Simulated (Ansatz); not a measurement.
Ni2H3⁺. The state is a singlet with charge 1. Geometry PBE0-D4/def2-TZVP.

```xyz
5

Ni   -0.442    0.392    0.141
Ni    0.447   -1.577    0.498
H     0.620    1.291   -0.627
H    -0.771   -1.074    1.206
H     0.145    0.969   -1.218
```

The restricted singlet is unstable towards broken spin symmetry at other levels; at HF/def2-TZVP, PBE-D4/def2-TZVP, r2SCAN-D4/def2-TZVP, PBE0-D4/def2-TZVP this wasn't settled. At PBE-D4/def2-TZVP, r2SCAN-D4/def2-TZVP an occupied level lies above an empty one. In the singlet, H3 and H5 lie 0.82 Å apart (atoms count from 1), so H2 has formed as a molecule. Another isomer (triplet) lies 2.33 eV lower at PBE0-D4/def2-TZVP; other spin states weren't run for this one.

Problem. Estimate the orbital energies around the gap (eV) in Ansatz with HF/def2-TZVP, PBE-D4/def2-TZVP, r2SCAN-D4/def2-TZVP, PBE0-D4/def2-TZVP.

Solution. 
| orbital | HF/def2-TZVP | PBE-D4/def2-TZVP | r2SCAN-D4/def2-TZVP | PBE0-D4/def2-TZVP |
| --- | --- | --- | --- | --- |
| HOMO−9 | -23.92 | -15.35 | -15.53 | -16.66 |
| HOMO−8 | -22.18 | -13.38 | -13.28 | -14.72 |
| HOMO−7 | -21.96 | -12.51 | -12.71 | -14.28 |
| HOMO−6 | -21.43 | -12.35 | -12.51 | -14.08 |
| HOMO−5 | -20.98 | -11.97 | -12.09 | -13.81 |
| HOMO−4 | -20.42 | -11.81 | -12.06 | -13.62 |
| HOMO−3 | -19.85 | -11.40 | -11.44 | -13.51 |
| HOMO−2 | -19.56 | -11.20 | -11.37 | -13.05 |
| HOMO−1 | -18.02 | -11.04 | -11.22 | -13.04 |
| HOMO | -13.24 | -10.76 | -10.86 | -12.72 |
| LUMO | -4.43 | -11.50 | -11.20 | -9.82 |
| LUMO+1 | -2.64 | -8.25 | -7.85 | -7.17 |
| LUMO+2 | -2.58 | -6.85 | -6.54 | -5.81 |
| LUMO+3 | -2.19 | -6.77 | -6.37 | -5.48 |
| LUMO+4 | -0.90 | -5.66 | -5.20 | -4.56 |
| LUMO+5 | 0.16 | -3.99 | -3.60 | -2.92 |
